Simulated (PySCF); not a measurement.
**Excitation energy of C⁺ by level of theory**

C⁺ [He] 2s2 2p1 (2P) → C⁺ [He] 2s1 2p2 (4P), as a difference of total energies. Computed with PySCF 2.14 in aug-cc-pVTZ with one added diffuse shell each of s, p, d, f type (6s5p4d3f, 62 functions), with the non-relativistic Hamiltonian (point nucleus). Correlated levels: valence: 1s2 frozen. The calculations carry no spin-orbit coupling.

| method | excitation energy (cm⁻¹) |
| --- | --- |
| UHF | 29502 |
| MP2 (valence) | 38087 |
| SCS-MP2 (valence) | 41412 |
| CCSD (valence) | 42443 |
| CCSD(T) (valence) | 42685 |

Errors of the correlated levels include the incompleteness of this basis and the frozen core.

For comparison: 42994 cm⁻¹ (measured; NIST levels, between the centres of gravity of the two terms).
